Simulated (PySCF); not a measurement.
Steps of a relaxation of WO(OH)4

WO(OH)4 (singlet). PySCF 2.14.0, RKS B3LYP, W def2-SVP with ECP60, O def2-SVP, H def2-SVP; non-relativistic Hamiltonian with scalar-relativistic core potentials where named; density fitting; no spin-orbit coupling. Origin of the start: template. Columns: position (Å) and force (eV/Å). Energies are counted from the last step; some of the 39 steps are shown. Forces carry noise of the integration grid, about 0.01 to 0.03 eV/Å.

Run from Python with OMP_NUM_THREADS=2. Where DIIS fails, smearing, a level shift and second-order steps follow.
It took 3.3 min on 2 threads of Arm Neoverse V2, on a shared host, from the converged density of the start.

```xyz
10
step 0  E = 4.380 eV
W     0.0000    0.0013    0.0272     0.01    0.94  -12.51
O     0.0000    0.0013    1.5368     0.01   -0.34   22.62
O     0.0000    0.0013   -1.7680    -0.04   -0.87   -8.29
H     0.0000   -0.3487   -2.6680     0.01    0.42   -0.01
O     1.7952    0.0013    0.0272     4.52   -0.17   -0.59
H     2.6952   -0.3487    0.0272    -0.47    0.18    0.02
O    -0.8976    1.5560    0.0272    -2.08    3.90   -0.63
H    -1.0445    2.5104    0.0272     0.10   -0.49    0.00
O    -0.8976   -1.5534    0.0272    -2.42   -3.89   -0.64
H    -1.6507   -2.1578    0.0272     0.37    0.33    0.04
```

```xyz
10
step 13  E = 0.057 eV
W    -0.0005    0.0491   -0.1754     0.06   -0.07   -0.22
O    -0.0445   -0.1934    1.5401    -0.02    0.01    0.08
O     0.0070   -0.0686   -2.0903    -0.04   -0.05   -0.14
H    -0.0904   -0.5678   -2.9119     0.01    0.07    0.21
O     1.9056    0.0584   -0.2265     0.07   -0.20    0.18
H     2.3623   -0.1918    0.5965    -0.13    0.20   -0.17
O    -0.8698    1.7334   -0.2164     0.15    0.28    0.29
H    -0.9074    2.2859    0.5883    -0.09   -0.34   -0.28
O    -1.0355   -1.5743   -0.3488    -0.13    0.15    0.36
H    -1.3267   -1.8679    0.5355     0.12   -0.07   -0.30
```

```xyz
10
step 25  E = 0.004 eV
W     0.0310    0.0576   -0.1895     0.05   -0.01    0.00
O    -0.0396   -0.2123    1.5226    -0.02    0.01    0.02
O     0.0299   -0.0768   -2.1022    -0.01   -0.02   -0.05
H    -0.1553   -0.6557   -2.8502     0.00    0.01    0.04
O     1.9352    0.0020   -0.2394    -0.06    0.03   -0.05
H     2.3749   -0.0579    0.6200     0.05   -0.02    0.07
O    -0.7431    1.7841   -0.2042    -0.01   -0.02   -0.06
H    -0.9957    2.1947    0.6344     0.00    0.02    0.06
O    -1.0972   -1.4992   -0.3806     0.00    0.01   -0.02
H    -1.3401   -1.8733    0.4801    -0.01   -0.02    0.00
```

**Question.** Where does the relaxation end?

**Answer.** It converges at step 38 in C1, nearly Cs:
```xyz
10
step 38  E = 0
W     0.0578    0.0641   -0.1933
O    -0.1347   -0.1908    1.5116
O     0.0262   -0.0647   -2.1103
H    -0.3256   -0.6549   -2.7864
O     1.9540    0.0134   -0.1853
H     2.4041   -0.0692    0.6685
O    -0.7087    1.7973   -0.2357
H    -0.9645    2.1976    0.6085
O    -1.0210   -1.5287   -0.4207
H    -1.2877   -1.9009    0.4341
```

**Question.** How did the contacts change?

**Answer.** 
| contact | start (Å) | end (Å) |
| --- | --- | --- |
| W1–O2 (O) | 1.510 | 1.735 |
| W1–O3 (OH) | 1.795 | 1.922 |
| W1–O5 (OH) | 1.795 | 1.897 |
| W1–O7 (OH) | 1.795 | 1.896 |
| W1–O9 (OH) | 1.795 | 1.937 |
